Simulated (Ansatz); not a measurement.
## Molecular dynamics of CH4BBrFN

input.yaml

```yaml
crystal:
  periodic: [false, false, false]
  atoms:
    - { symbol: B, position_ang: [-0.534239, -1.306911, 0.095655] }
    - { symbol: Br, position_ang: [1.800426, -1.802853, -1.430419] }
    - { symbol: "N", position_ang: [-0.090152, -0.102879, 0.036995] }
    - { symbol: C, position_ang: [-0.238438, 1.278051, 0.374905] }
    - { symbol: H, position_ang: [0.956758, -0.585637, -0.693404] }
    - { symbol: F, position_ang: [-1.081734, -2.454051, 0.228052] }
    - { symbol: H, position_ang: [0.623156, 1.621763, 0.967945] }
    - { symbol: H, position_ang: [-1.153196, 1.459965, 0.957902] }
    - { symbol: H, position_ang: [-0.282584, 1.89255, -0.537532] }
basis:
  gaussian: { orbitals: def2-SVP }
hamiltonian:
  xc: pbe0
md:
  timestep: 0.5
  n_steps: 200
  ensemble: nve
  temperature: 100.0
  initial_velocities: maxwell_boltzmann
  seed: 5312
```

Launched with:

```bash
$ ansatz run input.yaml --threads 2 --pin off --max-ram 3072MiB --backend cpu --events-out ev --progress --plain --runs-dir out
```

It starts at the highest image of a converged band, a first-order saddle point between two minima.

Output, in part (one step line in 7, the closing report, with atoms numbered from 0):

```
md step     0: t =     0.00 fs  T =   100.0 K  F+E_penalty+E_count = -76005.00887873 eV  E_kin = 0.090482 eV  conserved = -76004.91839673 eV  (28 SCF iters)
md step     7: t =     3.50 fs  T =    67.4 K  F+E_penalty+E_count = -76004.97909782 eV  E_kin = 0.060983 eV  conserved = -76004.91811487 eV  (25 SCF iters)
md step    14: t =     7.00 fs  T =    53.8 K  F+E_penalty+E_count = -76004.96671322 eV  E_kin = 0.048708 eV  conserved = -76004.91800477 eV  (26 SCF iters)
md step    21: t =    10.50 fs  T =   136.9 K  F+E_penalty+E_count = -76005.04207700 eV  E_kin = 0.123886 eV  conserved = -76004.91819076 eV  (27 SCF iters)
md step    28: t =    14.00 fs  T =   293.7 K  F+E_penalty+E_count = -76005.18421733 eV  E_kin = 0.265767 eV  conserved = -76004.91845005 eV  (31 SCF iters)
md step    35: t =    17.50 fs  T =   469.7 K  F+E_penalty+E_count = -76005.34343503 eV  E_kin = 0.425004 eV  conserved = -76004.91843079 eV  (32 SCF iters)
md step    42: t =    21.00 fs  T =   613.8 K  F+E_penalty+E_count = -76005.47339271 eV  E_kin = 0.555372 eV  conserved = -76004.91802113 eV  (32 SCF iters)
md step    49: t =    24.50 fs  T =   934.0 K  F+E_penalty+E_count = -76005.76442947 eV  E_kin = 0.845108 eV  conserved = -76004.91932136 eV  (31 SCF iters)
md step    56: t =    28.00 fs  T =  1231.4 K  F+E_penalty+E_count = -76006.03367998 eV  E_kin = 1.114180 eV  conserved = -76004.91950017 eV  (27 SCF iters)
md step    63: t =    31.50 fs  T =  1329.8 K  F+E_penalty+E_count = -76006.12152166 eV  E_kin = 1.203270 eV  conserved = -76004.91825139 eV  (31 SCF iters)
md step    70: t =    35.00 fs  T =  1398.8 K  F+E_penalty+E_count = -76006.18389756 eV  E_kin = 1.265707 eV  conserved = -76004.91819052 eV  (30 SCF iters)
md step    77: t =    38.50 fs  T =  1654.0 K  F+E_penalty+E_count = -76006.41572433 eV  E_kin = 1.496576 eV  conserved = -76004.91914864 eV  (31 SCF iters)
md step    84: t =    42.00 fs  T =  2022.6 K  F+E_penalty+E_count = -76006.74893313 eV  E_kin = 1.830100 eV  conserved = -76004.91883320 eV  (32 SCF iters)
md step    91: t =    45.50 fs  T =  2394.1 K  F+E_penalty+E_count = -76007.08401813 eV  E_kin = 2.166214 eV  conserved = -76004.91780374 eV  (32 SCF iters)
md step    98: t =    49.00 fs  T =  2680.2 K  F+E_penalty+E_count = -76007.34346953 eV  E_kin = 2.425073 eV  conserved = -76004.91839691 eV  (30 SCF iters)
md step   105: t =    52.50 fs  T =  2920.0 K  F+E_penalty+E_count = -76007.56227562 eV  E_kin = 2.642105 eV  conserved = -76004.92017076 eV  (30 SCF iters)
md step   112: t =    56.00 fs  T =  2937.8 K  F+E_penalty+E_count = -76007.57768551 eV  E_kin = 2.658198 eV  conserved = -76004.91948755 eV  (30 SCF iters)
md step   119: t =    59.50 fs  T =  2896.7 K  F+E_penalty+E_count = -76007.53914697 eV  E_kin = 2.620983 eV  conserved = -76004.91816420 eV  (30 SCF iters)
md step   126: t =    63.00 fs  T =  2821.4 K  F+E_penalty+E_count = -76007.47171659 eV  E_kin = 2.552844 eV  conserved = -76004.91887218 eV  (30 SCF iters)
md step   133: t =    66.50 fs  T =  2327.5 K  F+E_penalty+E_count = -76007.02507098 eV  E_kin = 2.105972 eV  conserved = -76004.91909916 eV  (30 SCF iters)
md step   140: t =    70.00 fs  T =  1750.4 K  F+E_penalty+E_count = -76006.50284294 eV  E_kin = 1.583799 eV  conserved = -76004.91904427 eV  (31 SCF iters)
md step   147: t =    73.50 fs  T =  1448.9 K  F+E_penalty+E_count = -76006.22959614 eV  E_kin = 1.311029 eV  conserved = -76004.91856692 eV  (30 SCF iters)
md step   154: t =    77.00 fs  T =  1430.2 K  F+E_penalty+E_count = -76006.21184688 eV  E_kin = 1.294082 eV  conserved = -76004.91776466 eV  (30 SCF iters)
md step   161: t =    80.50 fs  T =  1613.3 K  F+E_penalty+E_count = -76006.37920722 eV  E_kin = 1.459727 eV  conserved = -76004.91948063 eV  (30 SCF iters)
md step   168: t =    84.00 fs  T =  1634.2 K  F+E_penalty+E_count = -76006.39871931 eV  E_kin = 1.478612 eV  conserved = -76004.92010690 eV  (30 SCF iters)
md step   175: t =    87.50 fs  T =  1518.0 K  F+E_penalty+E_count = -76006.29211169 eV  E_kin = 1.373510 eV  conserved = -76004.91860132 eV  (32 SCF iters)
md step   182: t =    91.00 fs  T =  1549.1 K  F+E_penalty+E_count = -76006.32014907 eV  E_kin = 1.401643 eV  conserved = -76004.91850629 eV  (27 SCF iters)
md step   189: t =    94.50 fs  T =  1321.0 K  F+E_penalty+E_count = -76006.11367348 eV  E_kin = 1.195263 eV  conserved = -76004.91841074 eV  (31 SCF iters)
md step   196: t =    98.00 fs  T =  1126.5 K  F+E_penalty+E_count = -76005.93847610 eV  E_kin = 1.019257 eV  conserved = -76004.91921952 eV  (32 SCF iters)
md step   200: t =   100.00 fs  T =  1105.7 K  F+E_penalty+E_count = -76005.91845610 eV  E_kin = 1.000502 eV  conserved = -76004.91795363 eV  (28 SCF iters)
Total energy: -76005.91848228 eV, -2793.1659855617 hartree
Atom 0 at     0.545688    -0.776087    -0.484065 Å, force    -1.918993     0.636248     1.349401 eV/Å
Atom 1 at     1.665298    -2.114477    -1.402926 Å, force     0.558271     1.527189    -0.128197 eV/Å
Atom 2 at     0.087089     0.490061     0.007336 Å, force    -0.929981     0.211139     0.731397 eV/Å
Atom 3 at    -1.197515     0.731530     0.875000 Å, force     1.528709    -1.316436    -1.167789 eV/Å
Atom 4 at     0.467994     1.370596    -0.112433 Å, force     1.466611     2.063772    -0.616680 eV/Å
Atom 5 at    -0.418914    -1.495554     0.017743 Å, force    -1.693867    -3.840248     0.517502 eV/Å
Atom 6 at    -0.992725     0.920391     1.942146 Å, force     0.430962     0.676078    -0.328305 eV/Å
Atom 7 at    -1.867429    -0.116364     0.946624 Å, force     0.254689    -0.960550    -0.375926 eV/Å
Atom 8 at    -1.860883     1.431132     0.373199 Å, force     0.303599     1.002808     0.018596 eV/Å
Dipole moment:    -0.164078     0.548740     0.175972 e Å
```

The run went to its last step. The conserved energy stayed within 0.21 meV per atom of its start (net change 0.049 meV per atom), so the integration is sound. The system heated up, since it started high on the potential surface and ran downhill. A run of 0.1 ps of so small a system gives no equilibrium averages. The orbitals stay closed-shell, which can raise the energy where a bond breaks towards radicals; this wasn't checked here.

The step under study would form Br2–H5 and break B1–Br2, N3–H5. These pairs go: Br2–H5 1.65 → 3.90 Å, B1–Br2 2.83 → 1.97 Å, N3–H5 1.36 → 0.97 Å. In the last frame they stand as before the step (other bonds may differ from the relaxed reactants and products). It ends as one piece, CH4BBrFN. Pairs count as bonded within 1.25 times the sum of covalent radii (0.12 Å more for H–H).

Last frame:

```xyz
9
Properties=species:S:1:pos:R:3
B 0.546 -0.776 -0.484
Br 1.665 -2.115 -1.403
N 0.087 0.490 0.007
C -1.198 0.732 0.875
H 0.468 1.371 -0.112
F -0.419 -1.496 0.018
H -0.993 0.920 1.942
H -1.867 -0.116 0.947
H -1.861 1.431 0.373
```

Run time: 10 min on 2 threads of Arm Neoverse V1, with other jobs on the host, peak memory 0.25 GiB.
